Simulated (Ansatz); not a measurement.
The cluster Cu5H5, relaxed as a quintet with UKS PBE-D4/def2-SVP in Ansatz, starting from the PBE-D4/def2-SVP geometry of the neutral singlet. Force threshold 0.02 eV/Å.

The relaxation made no stability test and no search for a lower SCF solution. At PBE-D4/def2-SVP a singlet of charge 0 lies 4.43 eV below the quintet, each at its own geometry. Another isomer (singlet) lies 0.02 eV lower at PBE0-D4/def2-TZVP.

Start:

Cartesian coordinates in Å:
```
Cu 1.3906 -1.4036 -0.4223
Cu -1.8368 0.2877 0.7761
Cu 1.6593 0.9463 -0.6449
Cu -0.4476 1.9621 -0.1889
Cu -0.7652 -1.8103 0.4747
H -2.0042 -1.2221 1.3246
H 0.9848 2.4050 -0.7810
H 2.6085 -0.3589 -0.5920
H 0.3674 -2.6501 -0.3147
H -1.9568 1.8438 0.3684
```

(1) Estimate the energy that the relaxation releases and the steps that it takes.

(2) Does the start keep its bonding and symmetry?

(3) Predict the relaxed structure.

## Answers

(1) 286.8 kJ/mol, in 20 steps; 2.8 min on 4 threads of Arm Neoverse V2 on a shared host. The force fell under the threshold at step 19, but the optimiser went on. No frequencies were taken in this run, so the end may be a saddle point.

(2) Bonds formed: Cu1–Cu4, Cu3–Cu5, Cu4–Cu5 (atoms count from 1). Point group Cs at the start, C2 at the end, both within 0.05 Å.

(3) 
```xyz
10

Cu    1.576   -0.775    0.510
Cu   -2.151    0.320    0.812
Cu    0.982    0.397   -1.489
Cu    0.012    1.213    0.498
Cu   -0.624   -1.125   -0.260
H    -2.127   -1.307    0.538
H     0.873    1.974   -0.744
H     2.377   -0.354   -0.911
H     0.615   -2.194    0.181
H    -1.534    1.851    0.866
```
Bond lengths (bridged metal pairs left out): 3 × Cu–Cu 2.53 to 2.54 Å; 10 × Cu–H 1.65 to 1.75 Å.
